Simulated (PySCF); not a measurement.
Isomers C5H7FSi:

A. `InChI=1S/C5H7FSi/c1-2-4-3-7-5(4)6/h1,4-5H,3,7H2/t4-,5+/m1/s1`
B. `FCC1=CC=C[SiH2]1`
C. SMILES CC1=C(F)C=C[SiH2]1

Spectrum 1. $^{1}$H NMR (400 MHz, computed): δ 5.29 (m, 1H), 5.05 (m, 1H), 4.81 (m, 1H), 3.78 (m, 1H), 1.93 (d, 1H), 1.44 (m, 1H), 1.40 (m, 1H). $^{13}$C{$^{1}$H} NMR (computed): δ 88.9 (CH), 88.1 (C), 82.7 (CH), 35.8 (CH), 11.0 (CH2).

Spectrum 2. $^{1}$H NMR (400 MHz, computed): δ 7.06 (m, 1H), 6.14 (m, 1H), 4.59 (m, 2H), 2.10 (s, 3H). $^{13}$C{$^{1}$H} NMR (computed): δ 174.4 (C), 153.6 (CH), 131.8 (CH), 115.1 (C), 13.4 (CH3).

Spectrum 3. $^{1}$H NMR (400 MHz, computed): δ 7.29 (m, 1H), 6.76 (m, 1H), 6.20 (m, 1H), 5.78 (m, 2H), 4.72 (m, 2H). $^{13}$C{$^{1}$H} NMR (computed): δ 157.3 (C), 156.2 (CH), 143.5 (CH), 133.1 (CH), 88.6 (CH2).

- σ from GIAO-PBE0/pcSseg-1
- structure optimised with GFN2-xTB
- program: PySCF 2.14.0 with density-fitted response routines
- one computed conformer, averaged over atoms made equivalent by symmetry, fast rotation or ring inversion, no solvent model, non-relativistic Hamiltonian

δ = σ(ref) − σ, references computed at the same level: $^{1}$H, $^{13}$C against TMS. Splittings of carbon signals by F and P are missing where no couplings were computed. Where no couplings were computed, multiplicities follow the n + 1 count of equivalent neighbours, and m marks all less simple cases (inequivalent or close neighbours, rings, F or P nearby). Shifts are as computed. Against solution values, carbons near 30 ppm lie about +3 ppm off and those near 130 ppm about +5 ppm. Of 1211 compounds with measured shifts, 218 miss one by over three times the rms of a fit or turn the order of signals round; such compounds aren't used in these exercises.

Q: Which spectrum belongs to which compound?

A: 1–A, 2–C, 3–B.

- Spectrum 1 (A): 5 $^{13}$C signals; δC 88.9 is an sp3 CH bonded to F and Si; δC 88.1 is an alkyne carbon.
- Spectrum 2 (C): 5 $^{13}$C signals; δC 153.6 is an alkene CH; δC 131.8 is an alkene CH.
- Spectrum 3 (B): 5 $^{13}$C signals; δC 157.3 is a fully substituted alkene carbon; δC 156.2 is an alkene CH.
